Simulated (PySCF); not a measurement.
PySCF job for C₄H₄Cl₂, SMILES C=C=C(Cl)CCl, PBE/pcSseg-1. Geometry optimised at B3LYP-D3(BJ)/def2-SVP. Other conformers were not sampled.

```python
import numpy as np
from pyscf import gto, scf, dft
from pyscf.prop.nmr import rks as nmr

mol = gto.M(
    atom='''
    C     2.42343181   -0.22059217   -1.75682389
    C     1.33964750   -0.31201371   -1.03129232
    C     0.24040719   -0.39481072   -0.32049337
    Cl    0.18107568   -1.40811803    1.11682924
    C    -1.02505538    0.33364295   -0.64253856
    Cl   -1.40749541    1.61117171    0.58416397
    H     2.60776369   -0.89832654   -2.59885783
    H     3.18831409    0.53576944   -1.54394025
    H    -1.87951807   -0.35643423   -0.65045863
    H    -0.93801115    0.82972037   -1.61673912
    ''',
    basis='pcSseg-1',
    charge=0,
    spin=0,
    max_memory=1600,
    verbose=3,
)
mf = dft.RKS(mol, xc='pbe')
mf.grids.level = 3
mf.conv_tol = 1e-10
mf.max_cycle = 100
mf.kernel()
n = nmr.NMR(mf)
n.verbose = 2
n.max_cycle_cphf = 60
sigma = n.kernel()
print('atom   isotropic/ppm   span/ppm')
for i, s in enumerate(sigma):
    w = np.linalg.eigvalsh((s + s.T) / 2)
    print(f'{mol.atom_symbol(i):2s}{i + 1:3d} {w.mean():14.3f} {w[2] - w[0]:11.3f}')
```

It prints:

```
converged SCF energy = -1074.53994061837
atom   isotropic/ppm   span/ppm
C   1         92.698     149.641
C   2        -38.821      48.203
C   3         62.002     108.115
Cl  4        685.703     401.677
C   5        121.225      45.948
Cl  6        768.312     528.131
H   7         25.740       5.231
H   8         25.665       5.202
H   9         27.042      10.688
H  10         27.025      11.237
```

The run converged.
